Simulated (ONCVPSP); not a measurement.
# Potentials for silver (Ag) compared

Generated with ld1.x 7.5 (TM, RRKJ, ultrasoft, PAW), atompaw 4.2 or ONCVPSP 4.0.1. The cutoff is in Ry: for ld1.x and atompaw files where the sum of valence levels is converged to 10 mRy in a Bessel basis, for ONCV files where the hardest occupied wave has 1 mHa per electron of residual kinetic energy. The error is the largest all-electron minus pseudo excitation energy over each file’s own four to seven test configurations (ionisations up to +4, promotions, holes and added fractions of an electron), all of which were solved. The labels leave out finer settings (local radius, basis sizes, second energies), which also bear on the numbers. Spin-polarised tests are not counted. The rows are a selection from randomly drawn settings: files with unsolved tests, undetermined cutoffs or missed reference levels are left out.

A true bound ghost makes a file unfit for plane-wave use even where its test errors are small: the radial tests pick states by their node count and pass the ghost by.

```tsv
potential	cutoff (Ry)	largest error (meV)	bound ghosts
ONCV, PBEsol, scalar-relativistic, rc 1.60/1.10/1.25 (spd), local smoothed, core correction yes, reference 4s2 4p6 4d10, qcut 9.9/8.7/9.1, projectors 2/2/2	68	-3.3	none
ONCV, revPBE, scalar-relativistic, rc 1.50/1.70/1.40 (spd), local smoothed, core correction yes, reference 4s2 4p6 4d9.5, qcut 10/9.1/10.2, projectors 1/1/3	69	-539	none
ONCV, LDA (Perdew-Wang 92), scalar-relativistic, rc 1.40/1.25/1.95 (spd), local smoothed, core correction yes, reference 4s2 4p6 4d9, qcut 9.5/13.5/6.5, projectors 3/3/2	107	+52	none
ONCV, PBEsol, scalar-relativistic, rc 1.35/1.20/1.10 (spd), local smoothed, core correction no, reference 4s2 4p6 4d10 5s0.5, qcut 8.6/10.8/9.5, projectors 2/2/2	87	-1.9	none
ONCV, PBE, scalar-relativistic, rc 1.60/1.40/1.10 (spd), local d, core correction yes, reference 4s2 4p6 4d10 5s1, qcut 6.2/12.3/9.2, projectors 3/2/0	81	-2.5	none
ONCV, PBEsol, fully relativistic, rc 1.40/1.45/1.15/1.10 (spdf), local smoothed, core correction yes, reference 4s2 4p6 4d10 5s1, qcut 9.4/9.5/8.1/10.7, projectors 2/3/1/2	69	+13	s
ONCV, LDA (Perdew-Zunger), scalar-relativistic, rc 1.45/1.00/1.00 (spd), local d, core correction yes, reference 4s2 4p6 4d9, qcut 7.5/9.7/10.2, projectors 2/2/0	90	+4.2	none
```

**Question.** Fill in the row for Ag: ONCV, PBE, fully relativistic, rc 1.25/1.30/1.35 (spd), local smoothed, core correction yes, reference 4s2 4p6 4d9, qcut 10.4/13.4/8.2, projectors 2/2/3.

**Answer.** cutoff 107 Ry, largest error -143 meV, bound ghosts: none.

**Question.** Fill in the row for Ag: ONCV, LDA (Perdew-Zunger), scalar-relativistic, rc 1.35/1.70/1.85 (spd), local smoothed, core correction no, reference 4s2 4p6 4d10, qcut 10.3/10.3/9.7, projectors 2/2/1.

**Answer.** cutoff 71 Ry, largest error +7.7 meV, bound ghosts: none.
